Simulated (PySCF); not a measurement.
**Radial density of Sn²⁵⁺ (tin, charge +25)**

UHF, [Ar] 3d7, high-spin 4F determinant. Calculation: PySCF 2.14, in an even-tempered Gaussian basis (19 s from 2.9 bohr⁻², ratio 2.5; 13 p from 3.8 bohr⁻², ratio 2.5; 8 d from 3.8 bohr⁻², ratio 2.5; 4 f from 17 bohr⁻², ratio 2.7; 3 g from 26 bohr⁻², ratio 2.7); scalar relativity by spin-free X2C-1e.

```tsv
r (bohr)	4πr²ρ (e/bohr)	4πr²(ρα − ρβ)
0.0213	64.70	0.0007
0.0358	55.77	0.0319
0.0601	66.86	0.3597
0.101	78.42	2.4544
0.170	49.00	8.4153
0.286	55.41	10.1598
0.481	15.20	2.3415
0.810	0.1890	0.0322
1.36	7.923e-05	0.0000
```

Densities and radii are taken from the X2C orbitals without a picture-change correction, which distorts them close to the nucleus.

Spin-orbit coupling, absent here, splits the open shell strongly.
